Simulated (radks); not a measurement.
The numbers below are computed, except where a source is named.
Neutral nitrogen, 7 electrons, occupied as 1s1.75 2s2 2p3.25 (fractional occupations, a model configuration). Level of theory: scalar-relativistic Kohn-Sham, PBE, spin-polarised, spherical densities, point nucleus; open shells are filled with parallel spins first (a radial shooting solver on a logarithmic mesh with Libxc functionals).

Unscreened Slater integrals over Kohn-Sham orbitals (cm^-1). They are taken over the spin-up orbitals.

integral    value
F0(2p,2p)  149820
F2(2p,2p)   66614
F0(2p,2s)  152930
G1(2p,2s)   92698
F0(2p,1s)  218130
G1(2p,1s)   22645
F0(2s,2s)  157130
F0(2s,1s)  223690
G0(2s,1s)   16174
F0(1s,1s)  911500

Derived for the open shells (J is the average intra-shell exchange parameter used in DFT+U). 2p: J = F2/5 = 13320 cm^-1.
